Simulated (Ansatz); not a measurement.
```xyz
9

O    -1.658    0.478    1.550
C    -0.986    0.156    0.463
Se   -1.750   -0.261   -1.112
O     0.296    0.184    0.691
Si    1.426   -0.187   -0.528
H    -2.598    0.442    1.324
H     1.254   -1.585   -0.970
H     2.696   -0.016    0.212
H     1.320    0.790   -1.631
```

The species carries charge 0 and has multiplicity 1.

(1) List the r2SCAN/def2-TZVPP orbital energies in eV (Ansatz 0.2.0). (An estimate is asked.)

Results:

(1) The calculation gave: Occupied: -12333.48, -1792.13, -1574.14, -1411.39, -1411.34, -1411.31, -517.98, -517.62, -278.09, -210.27, -153.77, -153.58, -153.46, -142.50, -97.43, -97.33, -97.32, -54.12, -54.07, -53.98, -53.84, -53.83, -30.45, -28.34, -19.07, -17.71, -14.93, -13.09, -12.61, -12.60, -10.97, -10.06, -9.41, -8.76, -8.66, -6.31, -5.76. Lowest empty: -1.98, -0.66, 0.27, 1.07, 1.21, 1.41, 1.65, 3.68.
